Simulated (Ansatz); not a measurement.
Harmonic frequencies (cm⁻¹) at PBE0-D4/def2-TZVP from Ansatz: 72, 119, 138, 148, 169, 187, 240, 290, 459, 534, 637, 687, 728, 746, 779, 839, 880, 973, 987, 1274, 1346, 1444, 1448, 1469, 1478, 2227, 2713, 3054, 3064, 3140, 3146, 3156, 3162.

Each molecule was computed in one conformer, which needn't be the lowest.

(1) Which molecule is it?
A. `CS[SiH](C)S`
B. `CCSS[SiH3]`
C. `[SiH3]CSCS`
D. `C[Si](C)(S)S`

Answers

(1) A.
